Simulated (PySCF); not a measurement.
BH3N, SMILES B[NH] (connectivity only; charge and spin as stated), charge -1, multiplicity 1.

Geometry: PBE0-D3(BJ)/def2-TZVPD. The multiplicity is an assumed one; other spin states were not compared. The isomer is the one that the SMILES or the coordinates give; other isomers of the formula were not compared.

Level of theory: PySCF with PBE/def2-TZVPD.

 A positive occupied level means that this level leaves the electron formally unbound; only the finite basis holds it.

Computed frontier levels, gap, dipole moment and polarisability:
| Property | Result |
|---|---|
| highest occupied level | 0.90 eV |
| lowest empty level | 3.82 eV |
| orbital gap | 2.93 eV |
| dipole moment about the centre of nuclear charge | 1.34 D |
| mean static polarisability | 46.8 bohr³ (6.93 Å³) |
| polarisability, principal values | 39.1, 45.1, 56.2 bohr³ |
